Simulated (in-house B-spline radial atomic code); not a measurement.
A fraction x of an electron is removed from 2p in Ne II (Ne+), starting from [He] 2s2 2p5 and keeping the highest spin. Computed with a radial B-spline atomic code at the basis-set limit: non-relativistic TPSSh, spin-polarised, spherical fractional occupations, point nucleus.

Caution: exact exchange at fractional occupations of open shells leaves self-interaction of up to several eV.

```tsv
x	E(x) - E(0) (eV)	2p down level (eV)
0	0.0000	-31.661
0.06	1.9332	-32.781
0.21	7.0626	-35.621
0.31	10.7207	-37.545
0.44	15.7661	-40.083
0.5	18.2066	-41.267
0.58	21.5715	-42.858
0.73	28.2262	-45.879
0.84	33.3961	-48.123
0.9	36.3204	-49.356
1	41.3594	-51.427
```

The exact functional would give a straight line between the two integer points. Deviations E(x) - E(0) - x[E(1) - E(0)], in eV: -0.548 at x = 0.06, -1.623 at x = 0.21, -2.101 at x = 0.31, -2.432 at x = 0.44, -2.473 at x = 0.5, -2.417 at x = 0.58, -1.966 at x = 0.73, -1.346 at x = 0.84, -0.903 at x = 0.9.

The curve lies below the straight line by up to 2.473 eV (at x = 0.5): convex, the delocalisation error, to which spherically averaged exact exchange adds.

(1) How well does Slater's transition state (minus the level at half occupation) give the ionisation energy?

## Answers

(1) It gives 41.267 eV against 41.359 eV from the two total energies; NIST lists 40.96 eV, ground level to ground level. The end point has an open shell averaged over its orbitals, so its exact exchange keeps a self-interaction and this is no true integer point.
